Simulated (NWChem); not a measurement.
System: HO₂, doublet; SMILES [O]O

Input file for NWChem:

```
start job
memory heap 200 mb stack 900 mb global 1100 mb
geometry units angstroms noautoz
  O      0.099605     0.596864     0.000000
  O     -0.001059    -0.699437     0.000000
  H     -0.814793     0.942684     0.000000
end
basis spherical
  * library def2-tzvp
end
dft
  odft
  mult 2
  xc xpbe96 cpbe96
  iterations 150
  mulliken
end
task dft energy
```

NWChem printed, in part:

```
             Northwest Computational Chemistry Package (NWChem) 7.3.0
             --------------------------------------------------------

 CS  symmetry detected

                             Geometry "geometry" -> ""
                             -------------------------

 Output coordinates in angstroms (scale by  1.889725989 to convert to a.u.)

  No.       Tag          Charge          X              Y              Z
 ---- ---------------- ---------- -------------- -------------- --------------
    1 O                    8.0000     0.09228192     0.59113596     0.00000000
    2 O                    8.0000     0.01111961    -0.70653203     0.00000000
    3 H                    1.0000    -0.82721223     0.92316860     0.00000000

 Effective nuclear repulsion energy (a.u.)      32.6880689849

      Symmetry information
      --------------------

 Group name             Cs
 Group number              2
 Group order               2
 No. of unique centers     3

  pbe96 is a nonlocal functional; adding pw91lda local functional.

                                 NWChem DFT Module
                                 -----------------

 Summary of "ao basis" -> "ao basis" (spherical)
 ------------------------------------------------------------------------------
       Tag                 Description            Shells   Functions and Types
 ---------------- ------------------------------  ------  ---------------------
 O                         def2-tzvp                11       31   5s3p2d1f
 H                         def2-tzvp                 4        6   3s1p

      Symmetry analysis of basis
      --------------------------

        a'         47
        a"         21

            General Information
            -------------------
          SCF calculation type: DFT
          Wavefunction type:  spin polarized.
          No. of atoms     :     3
          No. of electrons :    17
           Alpha electrons :     9
            Beta electrons :     8
          Charge           :     0
          Spin multiplicity:     2
          Use of symmetry is: on ; symmetry adaption is: on
          Maximum number of iterations: 150
          AO basis - number of functions:    68
                     number of shells:    26
          Convergence on energy requested:  1.00D-06
          Convergence on density requested:  1.00D-05
          Convergence on gradient requested:  5.00D-04

              XC Information
              --------------
          PerdewBurkeErnzerhof Exchange Functional  1.000
            Perdew 1991 LDA Correlation Functional  1.000 local
           PerdewBurkeErnz. Correlation Functional  1.000 non-local

             Grid Information
             ----------------
          Grid used for XC integration:  medium
          Radial quadrature: Mura-Knowles
          Angular quadrature: Lebedev.
          Tag              B.-S. Rad. Rad. Pts. Rad. Cut. Ang. Pts.
          ---              ---------- --------- --------- ---------
          O                   0.60       49           7.0       434
          H                   0.35       45           7.0       434
          Grid pruning is: on
          Number of quadrature shells:   143
          Spatial weights used:  Erf1

      Superposition of Atomic Density Guess
      -------------------------------------

 Sum of atomic energies:        -150.06842370

      Non-variational initial energy
      ------------------------------

 Total energy =    -150.211025
 1-e energy   =    -271.666513
 2-e energy   =      88.767420
 HOMO         =      -0.255632
 LUMO         =       0.091947

   Symmetry analysis of molecular orbitals - initial alpha
   -------------------------------------------------------

  Numbering of irreducible representations:

     1 a'          2 a"

  Orbital symmetries:

     1 a'          2 a'          3 a'          4 a'          5 a'
     6 a'          7 a"          8 a'          9 a"         10 a'
    11 a'         12 a'         13 a'         14 a'         15 a"
    16 a'         17 a'         18 a"         19 a'

   Symmetry analysis of molecular orbitals - initial beta
   ------------------------------------------------------

  Numbering of irreducible representations:

     1 a'          2 a"

  Orbital symmetries:

     1 a'          2 a'          3 a'          4 a'          5 a'
     6 a'          7 a"          8 a'          9 a"         10 a'
    11 a'         12 a'         13 a'         14 a'         15 a"
    16 a'         17 a'         18 a"         19 a'

     ---------------------------------------------
      Total Density - Mulliken Population Analysis
     ---------------------------------------------

    Atom       Charge   Shell Charges
 -----------   ------   -------------------------------------------------------
    1 O    8     8.05   0.79  1.18  0.59  0.93  0.27  1.70  1.85  0.68  0.00  0.04  0.00
    2 O    8     8.37   0.79  1.18  0.62  0.97  0.34  1.76  1.88  0.80  0.00  0.03  0.00
    3 H    1     0.58   0.21  0.28  0.06  0.03

     --------------------------------------------
      Spin Density - Mulliken Population Analysis
     --------------------------------------------

    Atom       Charge   Shell Charges
 -----------   ------   -------------------------------------------------------
    1 O    8     0.43   0.00  0.00  0.00  0.00  0.00  0.19  0.17  0.07  0.00  0.00  0.00
    2 O    8     0.57   0.00  0.00  0.00  0.00  0.00  0.24  0.22  0.11  0.00  0.00  0.00
    3 H    1     0.00   0.00  0.00  0.00  0.00

   convergence    iter        energy       DeltaE   RMS-Dens  Diis-err
 ---------------- ----- ----------------- --------- --------- ---------
 d= 0,ls=0.0,diis     1   -150.7749465839 -1.83D+02  4.64D-03  2.04D-01
                                                     5.48D-03  1.85D-01
 d= 0,ls=0.0,diis     2   -150.6973811556  7.76D-02  3.68D-03  3.74D-01
                                                     4.81D-03  3.69D-01
 d= 0,ls=0.0,diis     3   -150.7773302432 -7.99D-02  1.47D-03  1.42D-01
                                                     2.12D-03  1.54D-01
 d= 0,ls=0.0,diis     4   -150.8257342457 -4.84D-02  5.51D-04  4.42D-03
                                                     4.86D-04  3.37D-03
 d= 0,ls=0.0,diis     5   -150.8268787941 -1.14D-03  1.90D-04  5.35D-04
                                                     2.04D-04  5.33D-04
  Resetting Diis
 d= 0,ls=0.0,diis     6   -150.8270958215 -2.17D-04  2.45D-05  1.11D-05
                                                     2.06D-05  7.34D-06
 d= 0,ls=0.0,diis     7   -150.8270993036 -3.48D-06  1.37D-05  7.30D-07
                                                     1.23D-05  3.50D-07
 d= 0,ls=0.0,diis     8   -150.8270983930  9.11D-07  7.45D-06  2.98D-06
                                                     1.08D-05  3.33D-06
 d= 0,ls=0.0,diis     9   -150.8270994848 -1.09D-06  2.25D-06  1.41D-07
                                                     2.11D-06  1.07D-07
 d= 0,ls=0.0,diis    10   -150.8270995225 -3.77D-08  9.48D-07  1.46D-08
                                                     6.83D-07  8.90D-09

         Total DFT energy =     -150.827099522528
      One electron energy =     -272.118257634817
           Coulomb energy =      105.896785086512
    Exchange-Corr. energy =      -17.293695959119
 Nuclear repulsion energy =       32.688068984897

 Numeric. integr. density =       16.999998246185

                  Occupations of the irreducible representations
                  ----------------------------------------------

                     irrep           alpha         beta
                     --------     --------     --------
                     a'                7.0          7.0
                     a"                2.0          1.0

                    DFT Final Alpha Molecular Orbital Analysis
                    ------------------------------------------

 Vector    7  Occ=1.000000D+00  E=-4.355877D-01  Symmetry=a'
              MO Center=  1.7D-01,  1.1D-01,  4.5D-14, r^2= 1.1D+00
   Bfn.  Coefficient  Atom+Function         Bfn.  Coefficient  Atom+Function
  ----- ------------  ---------------      ----- ------------  ---------------
     7      0.268045  1 O  py                 6      0.257193  1 O  px
    38     -0.252370  2 O  py                10      0.215936  1 O  py
     9      0.201875  1 O  px                41     -0.197267  2 O  py
    36      0.152621  2 O  s                  5      0.139413  1 O  s
    37      0.133921  2 O  px                 4      0.123286  1 O  s

 Vector    8  Occ=1.000000D+00  E=-2.412401D-01  Symmetry=a"
              MO Center=  3.4D-02, -1.6D-01, -2.5D-14, r^2= 1.0D+00
   Bfn.  Coefficient  Atom+Function         Bfn.  Coefficient  Atom+Function
  ----- ------------  ---------------      ----- ------------  ---------------
    39      0.420354  2 O  pz                 8     -0.356304  1 O  pz
    42      0.343011  2 O  pz                11     -0.292533  1 O  pz
    45      0.275136  2 O  pz                14     -0.248881  1 O  pz

 Vector    9  Occ=1.000000D+00  E=-2.364633D-01  Symmetry=a'
              MO Center=  2.7D-03, -4.3D-01,  4.4D-18, r^2= 9.9D-01
   Bfn.  Coefficient  Atom+Function         Bfn.  Coefficient  Atom+Function
  ----- ------------  ---------------      ----- ------------  ---------------
    37      0.469201  2 O  px                40      0.380196  2 O  px
    43      0.312164  2 O  px                 6     -0.188053  1 O  px
    64      0.165236  3 H  s                  5     -0.148749  1 O  s
     9     -0.141373  1 O  px                12     -0.103853  1 O  px
    63      0.086520  3 H  s                  4     -0.080229  1 O  s

 Vector   10  Occ=0.000000D+00  E=-1.600049D-02  Symmetry=a'
              MO Center= -1.0D+00,  9.8D-01, -5.1D-16, r^2= 2.3D+00
   Bfn.  Coefficient  Atom+Function         Bfn.  Coefficient  Atom+Function
  ----- ------------  ---------------      ----- ------------  ---------------
    65      1.400426  3 H  s                  5     -0.897135  1 O  s
    12      0.379478  1 O  px                 6      0.212442  1 O  px
    64      0.203347  3 H  s                  3     -0.180093  1 O  s
     9      0.156158  1 O  px                38      0.121542  2 O  py
    44      0.122119  2 O  py                41      0.118277  2 O  py

 Vector   11  Occ=0.000000D+00  E= 6.704278D-02  Symmetry=a'
              MO Center= -5.6D-02, -9.0D-02, -1.7D-15, r^2= 1.6D+00
   Bfn.  Coefficient  Atom+Function         Bfn.  Coefficient  Atom+Function
  ----- ------------  ---------------      ----- ------------  ---------------
    13      0.925310  1 O  py                36      0.914586  2 O  s
    44      0.817844  2 O  py                 5     -0.706431  1 O  s
    65     -0.490785  3 H  s                 38      0.376168  2 O  py
     7      0.372140  1 O  py                41      0.321263  2 O  py
    35      0.301374  2 O  s                 10      0.299285  1 O  py

 Vector   12  Occ=0.000000D+00  E= 3.122306D-01  Symmetry=a'
              MO Center= -4.0D-01,  8.5D-01, -4.5D-15, r^2= 2.6D+00
   Bfn.  Coefficient  Atom+Function         Bfn.  Coefficient  Atom+Function
  ----- ------------  ---------------      ----- ------------  ---------------
    64      1.625668  3 H  s                 65     -1.025055  3 H  s
     9      0.577716  1 O  px                13     -0.440866  1 O  py
     5     -0.394869  1 O  s                 36     -0.346879  2 O  s
    35      0.335961  2 O  s                 44      0.293167  2 O  py
     6      0.269948  1 O  px                43     -0.185645  2 O  px

                     DFT Final Beta Molecular Orbital Analysis
                     -----------------------------------------

 Vector    6  Occ=1.000000D+00  E=-4.222947D-01  Symmetry=a'
              MO Center=  1.7D-01,  6.9D-02,  4.5D-16, r^2= 1.2D+00
   Bfn.  Coefficient  Atom+Function         Bfn.  Coefficient  Atom+Function
  ----- ------------  ---------------      ----- ------------  ---------------
     7      0.276696  1 O  py                38     -0.258978  2 O  py
     6      0.242224  1 O  px                10      0.224746  1 O  py
    41     -0.201251  2 O  py                 9      0.190870  1 O  px
    36      0.172327  2 O  s                  5      0.134371  1 O  s
    13      0.125504  1 O  py                37      0.122093  2 O  px

 Vector    7  Occ=1.000000D+00  E=-3.907480D-01  Symmetry=a"
              MO Center=  5.0D-02,  1.9D-01, -3.4D-15, r^2= 9.1D-01
   Bfn.  Coefficient  Atom+Function         Bfn.  Coefficient  Atom+Function
  ----- ------------  ---------------      ----- ------------  ---------------
     8      0.393254  1 O  pz                11      0.328509  1 O  pz
    39      0.247125  2 O  pz                14      0.211745  1 O  pz
    42      0.205039  2 O  pz                45      0.116900  2 O  pz
    52      0.027340  2 O  d -1

 Vector    8  Occ=1.000000D+00  E=-2.213342D-01  Symmetry=a'
              MO Center=  1.4D-03, -4.4D-01,  9.6D-16, r^2= 1.0D+00
   Bfn.  Coefficient  Atom+Function         Bfn.  Coefficient  Atom+Function
  ----- ------------  ---------------      ----- ------------  ---------------
    37      0.466002  2 O  px                40      0.377746  2 O  px
    43      0.323842  2 O  px                 6     -0.181843  1 O  px
    64      0.169098  3 H  s                  5     -0.153925  1 O  s
     9     -0.135924  1 O  px                12     -0.102712  1 O  px
    63      0.087055  3 H  s                 65      0.079860  3 H  s

 Vector    9  Occ=0.000000D+00  E=-1.650253D-01  Symmetry=a"
              MO Center=  2.8D-02, -2.9D-01,  2.1D-15, r^2= 1.1D+00
   Bfn.  Coefficient  Atom+Function         Bfn.  Coefficient  Atom+Function
  ----- ------------  ---------------      ----- ------------  ---------------
    39      0.427090  2 O  pz                42      0.351626  2 O  pz
    45      0.345918  2 O  pz                 8     -0.312133  1 O  pz
    11     -0.257594  1 O  pz                14     -0.257471  1 O  pz

 Vector   10  Occ=0.000000D+00  E=-1.278693D-02  Symmetry=a'
              MO Center= -1.1D+00,  1.0D+00,  6.6D-15, r^2= 2.3D+00
   Bfn.  Coefficient  Atom+Function         Bfn.  Coefficient  Atom+Function
  ----- ------------  ---------------      ----- ------------  ---------------
    65      1.431000  3 H  s                  5     -0.896116  1 O  s
    12      0.390447  1 O  px                 6      0.213695  1 O  px
    64      0.203399  3 H  s                  3     -0.174009  1 O  s
     9      0.157013  1 O  px                38      0.105357  2 O  py
    41      0.104627  2 O  py                44      0.097716  2 O  py

 Vector   11  Occ=0.000000D+00  E= 8.444926D-02  Symmetry=a'
              MO Center= -3.3D-02, -1.0D-01, -4.8D-15, r^2= 1.6D+00
   Bfn.  Coefficient  Atom+Function         Bfn.  Coefficient  Atom+Function
  ----- ------------  ---------------      ----- ------------  ---------------
    36      0.992893  2 O  s                 13      0.977061  1 O  py
    44      0.870212  2 O  py                 5     -0.812175  1 O  s
    65     -0.435207  3 H  s                 38      0.375115  2 O  py
     7      0.363526  1 O  py                41      0.324870  2 O  py
    35      0.306235  2 O  s                 10      0.292957  1 O  py

     ---------------------------------------------
      Total Density - Mulliken Population Analysis
     ---------------------------------------------

    Atom       Charge   Shell Charges
 -----------   ------   -------------------------------------------------------
    1 O    8     8.13   0.79  1.18  0.62  0.93  0.30  1.85  1.76  0.64  0.00  0.05  0.00
    2 O    8     8.19   0.79  1.17  0.64  0.94  0.40  1.80  1.67  0.73  0.00  0.04  0.00
    3 H    1     0.68   0.26  0.33  0.04  0.04

     --------------------------------------------
      Spin Density - Mulliken Population Analysis
     --------------------------------------------

[...]
```

Level: PBE/def2-TZVP, spin-unrestricted. In the optimisation the excess spin sits in a" (Cs, its own frame). All runs use the structure optimised with PBE0/def2-SVP, spin-unrestricted. No stability test was run on the SCF state.
